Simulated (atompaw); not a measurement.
# Building the PAW (atompaw) potential for Fe (Z = 26) (LDA (PW92), scalar-relativistic).

* Element: iron
* Generator: atompaw 4.2.0.5
* Type: PAW
* Functional: LDA (PW92)
* Relativity: scalar-relativistic
* Frozen core: [Ar]
* Valence charge: 8
* Reference configuration: 3d6 4s1 4p0 (charge +1)
* Partial waves: 4s (bound): rc 2.65 bohr; 4s channel at 0.95 Ry: rc 2.65 bohr; 4p (bound, empty): rc 2.65 bohr; 4p channel at 1.25 Ry: rc 2.65 bohr; 3d (bound): rc 1.20 bohr; 3d channel at 0.4 Ry: rc 1.20 bohr
* Local potential: troulliermartins scheme with l = 3 at -0.5 Ry, radius 2.25 bohr
* Core correction: smooth core density matched at 2.15 bohr
* Augmentation charge: besselshape compensation charge, radius 2.10 bohr; PAW radius 2.65 bohr; waves and projectors: custom polynom2 7 10 vanderbiltortho

All-electron outer shells of the reference configuration (LDA (PW92), scalar-relativistic, ld1.x):

```json
{"shell": "3p", "level (eV)": "-68.54", "outermost node (bohr)": "0.30", "outermost maximum (bohr)": "0.72"}
{"shell": "3d", "level (eV)": "-16.27", "outermost node (bohr)": "–", "outermost maximum (bohr)": "0.71"}
{"shell": "4s", "level (eV)": "-12.63", "outermost node (bohr)": "1.00", "outermost maximum (bohr)": "2.26"}
{"shell": "4p", "level (eV)": "-7.54", "outermost node (bohr)": "1.09", "outermost maximum (bohr)": "2.80"}
```

(1) What does a ghost test show?

(2) Is the overlap operator S = 1 + Σ q|β⟩⟨β| positive definite (Bessel basis up to 400 Ry)?

## Answers

(1) No extra level below or beside the all-electron valence levels (s, p, d, f tested).

(2) Yes: its lowest eigenvalue is 0.83 (s channel).
